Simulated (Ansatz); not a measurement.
Total energies of B(NH3)Cl3 (BNCl3H3) from Ansatz at PBE0-D4/def2-TZVP, gas phase (1 Eh = 27.2114 eV = 2625.5 kJ/mol). The reference geometry is relaxed at PBE0-D4/def2-SVP.

```json
{"state": "charge 0 singlet", "geometry": "reference", "energy (Eh)": "-1461.69895"}
{"state": "charge 1 doublet", "geometry": "reference", "energy (Eh)": "-1461.32624"}
{"state": "charge 1 doublet", "geometry": "relaxed at PBE0-D4/def2-SVP", "energy (Eh)": "-1461.33107"}
{"state": "free B atom (doublet)", "geometry": "–", "energy (Eh)": "-24.61828"}
{"state": "free N atom (quartet)", "geometry": "–", "energy (Eh)": "-54.54382"}
{"state": "free H atom (doublet)", "geometry": "–", "energy (Eh)": "-0.50104"}
{"state": "free Cl atom (doublet)", "geometry": "–", "energy (Eh)": "-459.99739"}
```

Problem. Work out the vertical ionisation energy to the doublet.

Solution. E(charge 1 doublet) − E(charge 0 singlet) = -1461.32624 − (-1461.69895) = 0.37271 Eh = 10.14 eV. For comparison, −ε of the highest occupied level is 8.04 eV at this level, 2.10 eV less.

Problem. How much does the charge 1 doublet relax, and what is the adiabatic ionisation energy?

Solution. Relaxation: -1461.32624 − (-1461.33107) = 0.00483 Eh = 0.13 eV. Adiabatic ionisation energy: 0.36788 Eh = 10.01 eV, without zero-point energy. 

Problem. What is the binding energy per atom against free atoms?

Solution. Atoms: 1 × (-24.61828) + 1 × (-54.54382) + 3 × (-0.50104) + 3 × (-459.99739) = -1460.65739 Eh. Binding: -1460.65739 − (-1461.69895) = 1.04156 Eh = 28.34 eV, or 3.54 eV for each of 8 atoms (no zero-point energy, no counterpoise term).
